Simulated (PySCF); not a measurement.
Isomers of C8H7F, one GFN2-xTB conformer each. Single-point energies are computed at PBE0/pcSseg-1 (PySCF, gas phase, no added dispersion term), electronic only.

Problem. Rank them by PBE0/pcSseg-1 energy, lowest first (kcal/mol).
A. `[CH:1]#[C:2][C@@H:3]1[C:4]([F:5])=[C:6]1[CH2:7][CH:8]=[CH2:9]` with C4–C6–C7–C8 -108°, C6–C7–C8–C9 120°
B. `[CH:1]#[C:2][C@@:3]([F:4])([C:5]#[C:6][CH3:7])[CH:8]=[CH2:9]` with C2–C3–C8–C9 121°
C. `[CH:1]#[C:2]/[CH:3]=[CH:4]\[C:5]([F:6])=[CH:7]/[CH:8]=[CH2:9]` with C3–C4–C5–F6 0°, C5–C7–C8–C9 180°

Solution. C (0.0), B (29.6), A (42.6).

As drawn, the highest has a three-membered ring, which the lowest lacks. GFN2-xTB itself gives, in the same order: 0.0, 17.8, 32.5. Both levels put the same isomer lowest; measured from each level's own lowest isomer, the values differ by up to 11.8 kcal/mol (C#C[C@@](F)(C#CC)C=C: 17.8 against 29.6).

Problem. Which frontier levels, dipoles and rotational constants go with these structures?

Solution. 
| SMILES | HOMO (eV, PBE0/pcSseg-1) | LUMO (eV) | dipole (D) | A, B, C (MHz) |
| --- | --- | --- | --- | --- |
| C#C/C=C\C(F)=C/C=C | -6.26 | -2.07 | 1.55 | 5460, 761.8, 668.5 |
| C#C[C@@](F)(C#CC)C=C | -7.59 | -0.18 | 2.34 | 2082, 1120, 882.3 |
| C#C[C@@H]1C(F)=C1CC=C | -7.42 | -0.09 | 1.68 | 1873, 1197, 854.4 |
